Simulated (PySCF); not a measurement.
These are TPSSh-D3(BJ)/def2-TZVP // BP86-D3(BJ)/def2-SVP (PySCF) values and carry that method's errors. Gas-phase values, no solvent. One relaxed conformer stands for a flexible species; it need not be the lowest. 

Reference species: [Ti(NH2)4] (neutral, multiplicity 1).

```
Property                                                         Value
------------------------------------------------------------  --------
mean distance from the central atom to its bonded neighbours   1.899 Å
HOMO                                                          -6.01 eV
coordination number                                                  4
LUMO                                                          -1.23 eV
```

After one change: the mean distance from the central atom to its bonded neighbours decreases by 0.056 Å; the HOMO drops by 0.66 eV; the coordination number hardly moves; the LUMO drops by 0.18 eV.

### Question
Name the change that produced these shifts. The new species is one of these.
A) [Ti(NH2)(H)3]
B) [Ti(NH2)3(H)]
C) [Ti(H)4]

### Answer
B, [Ti(NH2)3(H)]
